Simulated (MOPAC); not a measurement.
A run for MOPAC: AM1 on H2S2 (SMILES SS), a point of a torsion scan.

```
AM1 1SCF PRECISE CHARGE=0 THREADS=1
H2S2

S     -0.93414804 1     0.53877709 1     0.41248194 1
S      0.92970290 1     0.40622834 1    -0.41942202 1
H     -1.55049163 1    -0.38469933 1    -0.33967479 1
H      0.71167833 1     1.15684283 1    -1.50912876 1
```

The log:

```
*******************************************************************************
 **                                                                           **
 **                              MOPAC v23.2.5                                **
 **                                                                           **
 *******************************************************************************
 ** MOPAC's Digital Object Identifier: https://doi.org/10.5281/zenodo.6511958 **
 **                                                                           **
 ** Please cite the open-source release paper for use of this MOPAC version:  **
 ** J. E. Moussa and J. J. P. Stewart (2026)                                  **
 ** MOPAC: An open-source semiempirical molecular orbital program             **
 ** J. Open Source Softw., 11(119), 8025, https://doi.org/10.21105/joss.08025 **
 *******************************************************************************

                              AM1 CALCULATION RESULTS

 *******************************************************************************
 *  AM1        - The AM1 Hamiltonian to be used
 *
 *
 *
 *                 CHARGE ON SYSTEM = 0
 *
 *
 *
 *  PRECISE    - TIGHTER CRITERIA TO BE USED
 *  1SCF       - DO 1 SCF AND THEN STOP
 *  THREADS=1  - MULTI-THREADING NOT USED
 *  T=         - A TIME OF 172800.0 SECONDS REQUESTED
 *  DUMP=N     - RESTART FILE WRITTEN EVERY 7200.0 SECONDS REQUESTED
 *******************************************************************************
AM1 1SCF PRECISE CHARGE=0 THREADS=1
 H2S2

   ATOM   CHEMICAL          X               Y               Z
  NUMBER   SYMBOL      (ANGSTROMS)     (ANGSTROMS)     (ANGSTROMS)

     1       S         -0.93414804  *   0.53877709  *   0.41248194  *
     2       S          0.92970290  *   0.40622834  *  -0.41942202  *
     3       H         -1.55049163  *  -0.38469933  *  -0.33967479  *
     4       H          0.71167833  *   1.15684283  *  -1.50912876  *



          CARTESIAN COORDINATES

    NO.       ATOM           X           Y           Z

     1         S         -0.9341      0.5388      0.4125
     2         S          0.9297      0.4062     -0.4194
     3         H         -1.5505     -0.3847     -0.3397
     4         H          0.7117      1.1568     -1.5091

  H: (AM1): M.J.S. DEWAR ET AL, J. AM. CHEM. SOC. 107 3902-3909 (1985)
  S: (AM1): M.J.S. DEWAR, Y-C YUAN, INORGANIC CHEMISTRY, 29, 3881:3890,  (1990)

           Empirical Formula: H2 S2  =     4 atoms



      MOLECULAR POINT GROUP   :   C2


      RHF CALCULATION, NO. OF DOUBLY OCCUPIED LEVELS = 7


 -------------------------------------------------------------------------------
 AM1 1SCF PRECISE CHARGE=0 THREADS=1
 H2S2



     1SCF WAS SPECIFIED, SO BFGS WAS NOT USED
     SCF FIELD WAS ACHIEVED


                              AM1 CALCULATION
                                                       MOPAC v23.2.5 Linux




          FINAL HEAT OF FORMATION =          9.58807 KCAL/MOL =      40.11648 KJ/MOL


          COSMO AREA              =         88.34 SQUARE ANGSTROMS
          COSMO VOLUME            =         72.76 CUBIC ANGSTROMS

          IONIZATION POTENTIAL    =          9.618107 EV
          HOMO LUMO ENERGIES (EV) =         -9.618 -1.984
          NO. OF FILLED LEVELS    =          7
          MOLECULAR WEIGHT        =         66.1358         POINT GROUP:  C2

          MOLECULAR DIMENSIONS (Angstroms)

            Atom       Atom       Distance
            H     4    H     3     2.97681
            S     1    S     2     1.17447
            H     3    S     1     1.01471


          SCF CALCULATIONS        =          1





   ATOM   CHEMICAL          X               Y               Z
  NUMBER   SYMBOL      (ANGSTROMS)     (ANGSTROMS)     (ANGSTROMS)

     1       S         -0.93414804  *   0.53877709  *   0.41248194  *
     2       S          0.92970290  *   0.40622834  *  -0.41942202  *
     3       H         -1.55049163  *  -0.38469933  *  -0.33967479  *
     4       H          0.71167833  *   1.15684283  *  -1.50912876  *

                             CARTESIAN COORDINATES

   1    S       -0.934148040     0.538777090     0.412481940
   2    S        0.929702900     0.406228340    -0.419422020
   3    H       -1.550491630    -0.384699330    -0.339674790
   4    H        0.711678330     1.156842830    -1.509128760


           Empirical Formula: H2 S2  =     4 atoms



      MOLECULAR POINT GROUP   :   C2


                  EIGENVALUES
 -21.14005 -18.47382 -16.12857 -13.72419 -12.44609 -10.00784  -9.61811  -1.98401
   0.67912   1.10860


              NET ATOMIC CHARGES AND DIPOLE CONTRIBUTIONS

  ATOM NO.   TYPE          CHARGE      No. of ELECS.   s-Pop       p-Pop
    1          S          -0.033268        6.0333     1.90349     4.12978
    2          S          -0.033268        6.0333     1.90349     4.12978
    3          H           0.033268        0.9667     0.96673
    4          H           0.033267        0.9667     0.96673
 DIPOLE           X         Y         Z       TOTAL
 POINT-CHG.    -0.133    -0.028    -0.294     0.324
 HYBRID        -0.669    -0.139    -1.478     1.628
 SUM           -0.803    -0.166    -1.772     1.953


          ATOMIC ORBITAL ELECTRON POPULATIONS

     Atom    s        px        py        pz
    1  S   1.90349   1.11664   1.53507   1.47807
    2  S   1.90349   1.11474   1.67799   1.33706
    3  H   0.96673
    4  H   0.96673

 **********************
 *                    *
 * JOB ENDED NORMALLY *
 *                    *
 **********************




 == MOPAC DONE ==
```

The run finished.

Cost: very roughly 0.020 core-seconds.
